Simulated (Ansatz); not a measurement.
Ansatz (a first-principles code) input (CCSD(T)/cc-pVTZ):

Ansatz 0.2 input:
```yaml
crystal:
  periodic: [false, false, false]
  atoms:
    - {symbol: C, position_ang: [2.35830805, 0.00807709, 0.08801407]}
    - {symbol: C, position_ang: [0.92929772, -0.49336129, -0.09169721]}
    - {symbol: C, position_ang: [-0.07637906, 0.66234006, -0.28037571]}
    - {symbol: C, position_ang: [-1.47960719, 0.22709527, -0.43054019]}
    - {symbol: F, position_ang: [-2.03999055, -0.33657508, 0.66743742]}
    - {symbol: H, position_ang: [2.68688077, 0.58411437, -0.78049453]}
    - {symbol: H, position_ang: [2.44004713, 0.65525082, 0.96440110]}
    - {symbol: H, position_ang: [3.05502717, -0.82140540, 0.22035145]}
    - {symbol: H, position_ang: [0.62676400, -1.08277673, 0.77680432]}
    - {symbol: H, position_ang: [0.87255448, -1.15962346, -0.95703317]}
    - {symbol: H, position_ang: [0.00136934, 1.34089963, 0.57676866]}
    - {symbol: H, position_ang: [0.19502677, 1.23988940, -1.16898537]}
    - {symbol: H, position_ang: [-1.90747197, -0.15207971, -1.35115489]}
basis:
  gaussian:
    orbitals: cc-pVTZ
magnetization: {spin_polarized: true, initial_magnetization: 1}
correlation: {method: ccsd_t, electrons: outside_noble_gas}
```

End of the output:

```
reference -6955.61816032 eV, -255.6142527044 hartree; 16, 15 occupied and 241, 242 virtual orbitals, 1488 factors
second order -24.98743207 eV of doubles, -0.00000000 eV of singles
coupled cluster: 7.25 GiB planned
cycle   1  -25.58725371 eV  change   -6.0e-1 eV  update   9.8e-2
cycle   2  -26.15190487 eV  change   -5.6e-1 eV  update   2.9e-2
cycle   3  -26.28064938 eV  change   -1.3e-1 eV  update   1.6e-2
cycle   4  -26.27657668 eV  change    4.1e-3 eV  update   5.1e-3
cycle   5  -26.27594496 eV  change    6.3e-4 eV  update   2.6e-3
cycle   6  -26.27682899 eV  change   -8.8e-4 eV  update   8.9e-4
cycle   7  -26.27666686 eV  change    1.6e-4 eV  update   3.2e-4
cycle   8  -26.27665809 eV  change    8.8e-6 eV  update   1.2e-4
cycle   9  -26.27668683 eV  change   -2.9e-5 eV  update   4.4e-5
cycle  10  -26.27666647 eV  change    2.0e-5 eV  update   1.8e-5
perturbative correction -0.95193890 eV, -0.0349831094 hartree
Total energy: -6982.84676569 eV, -256.6148854956 hartree
```

It need not be the lowest isomer of its formula.
